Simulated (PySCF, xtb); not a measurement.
TeBr₄, SMILES Br[Te](Br)(Br)Br.

Harmonic wavenumbers (cm⁻¹) from GFN2-xTB (xtb) at its own minimum, in rising order: 43, 58, 83, 91, 96, 164, 228, 229, 246.

Question: What does PySCF with PBE0-D3(BJ)/def2-SVP give at its own minimum? (Estimate from the structure and the level; the computed values follow.)

Answer: 44, 63, 85, 95, 101, 179, 243, 255, 256. Paired by order, the mean absolute difference is 9 cm⁻¹ and the zero-point energies are 1.8 and 1.9 kcal/mol.
